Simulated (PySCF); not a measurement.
## Orbital picture of CdN

TPSS at R = 2.357 Å; basis Cd x2c-TZVPPall, N x2c-TZVPPall; spin-free X2C with a Gaussian nucleus; PySCF 2.14. State: ⁴Σ⁻ (quartet), unpaired electrons σ ↑, π ↑↑. Only the outer orbitals are listed, counted within each symmetry.

| spin | orbital | occ. | ε (eV) | on Cd (%) | main shells (%) |
| --- | --- | --- | --- | --- | --- |
| α | 12σ | 1 | -7.79 | 30 | 69 N p, 27 Cd s |
| α | 6π | 1 | -7.55 | 3 | 97 N p |
| α | 6π | 1 | -7.55 | 3 | 97 N p |
| α | 13σ | 1 | -5.18 | 80 | 70 Cd s, 20 N p, 9 Cd p |
| α | 7π | 0 | -1.21 | 99 | 98 Cd p |
| α | 7π | 0 | -1.21 | 99 | 98 Cd p |
| α | 14σ | 0 | 0.06 | 109 | 100 Cd p |
| β | 12σ | 1 | -6.23 | 65 | 63 Cd s, 34 N p |
| β | 13σ | 0 | -3.51 | 51 | 49 N p, 36 Cd s, 14 Cd p |
| β | 6π | 0 | -3.30 | 15 | 85 N p, 13 Cd p |
| β | 6π | 0 | -3.30 | 15 | 85 N p, 13 Cd p |

Task: Which are the highest filled and the lowest empty level, where do they sit, and how wide is the gap?

Result: Highest filled α 13σ at -5.18 eV (in %: 70 Cd s, 20 N p, 9 Cd p); lowest empty β 13σ at -3.51 eV (in %: 49 N p, 36 Cd s, 14 Cd p); the gap at TPSS is 1.67 eV.

The bond order (Mayer) is 0.67, the ⟨S²⟩ is 3.764 and the charge on Cd (Mulliken, basis-dependent) is 0.20. The charge on Cd (Löwdin, basis-dependent) is 0.12 and the dipole moment (positive dipole means Cd(−)N(+)) is -1.38 D.

Shares are Mulliken populations and can fall outside 0 to 100 %.

Spin–orbit coupling is left out. The state is the lowest determinant that a PBE0 search found; another state may lie lower at other levels.
